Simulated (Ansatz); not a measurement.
Ideal-gas functions of C4H4Si (`C#C[SiH2]C#C`) at 298.15 K and 1 bar, from an Ansatz frequency run at PBE0-D4/def2-TZVP.

Molar mass 80.16 g/mol, point group C2v (symmetry number 2), electronic degeneracy 1, moments of inertia 53.001, 227.264, 274.332 u Å². Harmonic wavenumbers (cm⁻¹, unscaled): 96, 218, 234, 237, 392, 615, 619, 673, 729, 730, 735, 735, 742, 860, 941, 2168, 2168, 2250, 2252, 3466, 3466.

Use S(trans) = R[1.5 ln M + 2.5 ln T − 1.1517]; rotational temperatures θ = 24.2544 K / I; S(rot) = R[ln(√π/σ · √(T³/θAθBθC)) + 1.5]; for each mode x = 1.438777 ν̃/T, S = R[x/(eˣ − 1) − ln(1 − e⁻ˣ)] and H = RT x/(eˣ − 1); 1 cm⁻¹ = 0.0119627 kJ/mol; R = 8.31446 J/(mol·K).

Task: By hand: the entropy, in J/(mol·K).

Result: Translation 163.5. Rotation: θ = 0.4576, 0.1067, 0.0884 K, giving 105.2. Vibration, mode by mode: 14.79, 8.27, 7.73, 7.64, 4.15, 1.78, 1.75, 1.42, 1.14, 1.14, 1.12, 1.12, 1.09, 0.68, 0.50, 0.00, 0.00, 0.00, 0.00, 0.00, 0.00, in all 54.3. Electronic 0.0. Sum 323.0 J/(mol·K).

Task: By hand: H − E and G − E in kJ/mol, counted from the electronic energy.

Result: Zero-point energy ½ × 24326 × 0.0119627 = 145.5; thermal vibration 9.6; translation, rotation and pV give 4 RT = 9.9. H − E = 165.0 kJ/mol, and G − E = 165.0 − 298.15 × 323.0/1000 = 68.7 kJ/mol.

Vibration gives 17 % of the entropy, 14.8 J/(mol·K) of it from the mode under 150 cm⁻¹: soft modes count most, and the harmonic formula is weakest for them.
